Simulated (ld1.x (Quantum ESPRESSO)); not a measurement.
**Reading a pseudo-wave (C (Z = 6))**

Columns: radius, all-electron u(r) and pseudo u(r) of the 2s shell (level -13.80 eV) of carbon in the configuration [He] 2s2 2p2; PW91, scalar-relativistic, PAW scheme, ld1.x (Quantum ESPRESSO) 7.5.

```
r (bohr)  all-electron   pseudo
   0.132        0.3505  -0.0509
   0.265        0.2168  -0.1247
   0.398       -0.0437  -0.2332
   0.530       -0.2968  -0.3710
   0.663       -0.5035  -0.5206
   0.795       -0.6527  -0.6538
   0.928       -0.7501  -0.7501
   1.060       -0.8025  -0.8025
   1.193       -0.8204  -0.8204
   1.325       -0.8125  -0.8125
   1.458       -0.7863  -0.7863
   1.590       -0.7483  -0.7483
   1.723       -0.7026  -0.7026
   1.855       -0.6532  -0.6532
   1.988       -0.6019  -0.6019
   2.120       -0.5513  -0.5513
   2.252       -0.5021  -0.5021
   2.385       -0.4549  -0.4549
   2.518       -0.4104  -0.4104
   2.650       -0.3694  -0.3694
   2.782       -0.3315  -0.3315
   2.915       -0.2966  -0.2966
   3.048       -0.2648  -0.2648
   3.180       -0.2362  -0.2362
   3.312       -0.2104  -0.2104
   3.445       -0.1871  -0.1871
```

(1) How many radial nodes do the two functions have?

(2) At about which radius was the pseudo-wave matched?

(3) Is the pseudo-wave norm-conserving?

Answers

(1) The all-electron 2s function has n − l − 1 = 1; the pseudo-wave has 0, since the states of the same l below it are removed with the core.

(2) 0.90 bohr, where the columns begin to agree (steps of 0.13 bohr).

(3) No, it belongs to a PAW set: the norm inside the radius is not constrained, and the difference is carried by the augmentation charge.
